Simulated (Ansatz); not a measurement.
`[OH][Al]([OH])[SiH3]` and `[OH][Al]([OH])[Br]` differ in one atom or group.

Ansatz, PBE0-D4/def2-TZVP geometries, multiplicity 1. Each molecule was computed in one conformer, which needn't be the lowest.

Scalar relativity is left out up to krypton.

| property | `[OH][Al]([OH])[SiH3]` |
| --- | --- |
| HOMO energy (ωB97M-V/def2-TZVPP) / eV | -10.06 |
| HOMO–LUMO gap (PBE/def2-TZVPP) / eV | 5.47 |
| HOMO energy (PBE0/def2-TZVPP) / eV | -8.03 |
| size of the dipole moment (PBE/def2-TZVPP) / D | 2.39 |
| size of the dipole moment (ωB97M-V/def2-TZVPP) / D | 2.57 |
| size of the dipole moment (B3LYP/def2-TZVPP) / D | 2.50 |

Q: What does the change do to each property? (Estimate.)

A: Computed: 
```
                                          property  `[OH][Al]([OH])[Br]`  shift
             HOMO energy (ωB97M-V/def2-TZVPP) / eV                -10.91  -0.85
               HOMO–LUMO gap (PBE/def2-TZVPP) / eV                  5.65   0.18
                HOMO energy (PBE0/def2-TZVPP) / eV                 -8.67  -0.64
    size of the dipole moment (PBE/def2-TZVPP) / D                  0.69  -1.70
size of the dipole moment (ωB97M-V/def2-TZVPP) / D                  0.77  -1.80
  size of the dipole moment (B3LYP/def2-TZVPP) / D                  0.80  -1.70
```

With PBE0 the HOMO falls by 0.64 eV and the LUMO falls by 0.11 eV, so the gap widens by about 0.53 eV. PBE moves the HOMO by -0.38 eV and ωB97M-V by -0.85 eV. Dipoles are sizes alone; their direction can turn.

B3LYP here is the variant with VWN-RPA as its local correlation; programs differ in this.

Spin–orbit coupling is left out; it splits and shifts lone-pair levels of the heavy atoms by tenths of an eV.
